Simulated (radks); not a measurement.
Question: All-electron atom: Ge2+ in [Ar] 3d10 4s2. Method: scalar-relativistic Kohn-Sham, PBEsol, spin-unpolarised, spherical densities, point nucleus; computed with a radial shooting solver on a logarithmic mesh with Libxc functionals. Some entries of the table are withheld. Estimate them.

| orbital | occ. | eigenvalue (eV) | <1/r> (bohr^-1) |
|---|---|---|---|
| 1s | 2 | -10972.29 | 32.36 |
| 2s | 2 | -1390.663 | 7.102 |
| 2p | 6 | -1218.136 | 6.965 |
| 3s | 2 | -188.1031 | 2.282 |
| 3p | 6 | (1) | 2.130 |
| 3d | 10 | -49.2282 | 1.786 |
| 4s | 2 | -29.2831 | (2) |

Answer: 
(1) 3p eigenvalue (eV): -135.4121
(2) 4s <1/r> (bohr^-1): 0.6761
